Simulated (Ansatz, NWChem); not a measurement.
# Worked example: the enthalpy of formation of AlCl2F (SMILES [F][Al]([Cl])[Cl])

AlCl2F: 4 atoms, total charge 0, spin state singlet. SMILES: `[F][Al]([Cl])[Cl]`. Geometry: relaxed at PBE0-D4/def2-TZVP.

Total energies at PBE0/def2-SVPD (NWChem 7.3.0); the atoms run unrestricted:

```tsv
species	state	energy (Eh)
AlCl2F	singlet	-1261.955500
F	doublet	-99.559580
Al	doublet	-242.165196
Cl	doublet	-459.846493
```

Harmonic wavenumbers at PBE0-D4/def2-TZVP, in cm⁻¹: 149, 203, 233, 439, 638, 892.

Measured heats of formation of the gaseous atoms at 298.15 K, in kJ/mol: F 79.4, Al 329.7, Cl 121.3. Spin-orbit lowering of the atoms at 298 K (mean of the ground term's levels less their thermal mean, from spectra), in kJ/mol: F 1.29, Al 0.17, Cl 3.44. Take 1 Eh = 2625.50 kJ/mol, 1 cm⁻¹ = 0.0119627 kJ/mol, RT = 2.479 kJ/mol.

**Question.** Work out the heat of formation of the gas at 298 K.

**Answer.** 
1. Electronic atomisation energy: (-99.559580) + (-242.165196) + 2 × (-459.846493) − (-1261.955500) = 0.537738 Eh = 1411.8 kJ/mol.
2. Zero-point energy: half the sum of the wavenumbers, 1277 cm⁻¹ = 15.3 kJ/mol.
3. Thermal vibrational enthalpy, Σ hcν̃/(exp(hcν̃/kT) − 1): 5.7 kJ/mol. Translation, rotation and pV of a non-linear molecule: 4 RT = 9.9 kJ/mol.
4. The 4 free atoms carry 5/2 RT each: 24.8 kJ/mol.
5. Spin-orbit coupling lowers the free atoms by 1.29 + 0.17 + 2 × 3.44 = 8.3 kJ/mol.
6. Atomisation enthalpy at 298 K: 1411.8 − 8.3 − 15.3 − 5.7 − 9.9 + 24.8 = 1397.4 kJ/mol.
7. Sum of the atoms' heats of formation: 651.7 kJ/mol. Heat of formation: 651.7 − 1397.4 = -745.7 kJ/mol.

The tabulated value is -790.8 kJ/mol (NIST-JANAF tables; in doubt, as an older value, an estimate or one at odds with other calculations), so this level is off by +45.1 kJ/mol, or 3.1 % of the atomisation enthalpy that the table implies (1442.5 kJ/mol). Anharmonicity and any spin-orbit splitting of the molecule are left out.
